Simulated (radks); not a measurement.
The numbers below are computed, except where a source is named.
The bismuth anion Bi3-, [Rn], held by a Watson sphere: a shell of charge +4.21 at radius R that stands for the Madelung well of a crystal (potential energy -4.21/R inside, -4.21/r outside, in hartree with lengths in bohr). Code: a radial shooting solver on a logarithmic mesh with Libxc functionals. Model: scalar-relativistic Kohn-Sham, r2SCAN, spin-polarised, spherical densities, finite nucleus; meta-GGA in the generalised Kohn-Sham scheme; Fermi nuclear charge, rms radius of each element as measured or else 0.836 A^(1/3) + 0.57 fm.

[
 {"R (bohr)": "3.8", "e(5d) (eV)": "-32.830", "e(6s) (eV)": "-21.352", "e(6p) (eV)": "-12.592", "<r> 6p (bohr)": "3.180", "sum of <r^2> (bohr^2)": "113.9", "X-ray form factor at sin(theta)/lambda = 0.3 1/angstrom": "62.346"},
 {"R (bohr)": "3.84", "e(5d) (eV)": "-32.721", "e(6s) (eV)": "-21.209", "e(6p) (eV)": "-12.473", "<r> 6p (bohr)": "3.196", "sum of <r^2> (bohr^2)": "114.6", "X-ray form factor at sin(theta)/lambda = 0.3 1/angstrom": "62.351"},
 {"R (bohr)": "3.88", "e(5d) (eV)": "-32.615", "e(6s) (eV)": "-21.069", "e(6p) (eV)": "-12.355", "<r> 6p (bohr)": "3.212", "sum of <r^2> (bohr^2)": "115.4", "X-ray form factor at sin(theta)/lambda = 0.3 1/angstrom": "62.355"},
 {"R (bohr)": "4.46", "e(5d) (eV)": "-31.302", "e(6s) (eV)": "-19.329", "e(6p) (eV)": "-10.802", "<r> 6p (bohr)": "3.439", "sum of <r^2> (bohr^2)": "126.4", "X-ray form factor at sin(theta)/lambda = 0.3 1/angstrom": "62.398"},
 {"R (bohr)": "5.54", "e(5d) (eV)": "-29.616", "e(6s) (eV)": "-17.153", "e(6p) (eV)": "-8.590", "<r> 6p (bohr)": "3.830", "sum of <r^2> (bohr^2)": "148.1", "X-ray form factor at sin(theta)/lambda = 0.3 1/angstrom": "62.416"},
 {"R (bohr)": "6.01", "e(5d) (eV)": "-29.078", "e(6s) (eV)": "-16.491", "e(6p) (eV)": "-7.846", "<r> 6p (bohr)": "3.989", "sum of <r^2> (bohr^2)": "158.0", "X-ray form factor at sin(theta)/lambda = 0.3 1/angstrom": "62.420"},
 {"R (bohr)": "6.24", "e(5d) (eV)": "-28.845", "e(6s) (eV)": "-16.212", "e(6p) (eV)": "-7.520", "<r> 6p (bohr)": "4.065", "sum of <r^2> (bohr^2)": "163.1", "X-ray form factor at sin(theta)/lambda = 0.3 1/angstrom": "62.422"},
 {"R (bohr)": "6.27", "e(5d) (eV)": "-28.816", "e(6s) (eV)": "-16.177", "e(6p) (eV)": "-7.479", "<r> 6p (bohr)": "4.075", "sum of <r^2> (bohr^2)": "163.7", "X-ray form factor at sin(theta)/lambda = 0.3 1/angstrom": "62.422"}
]
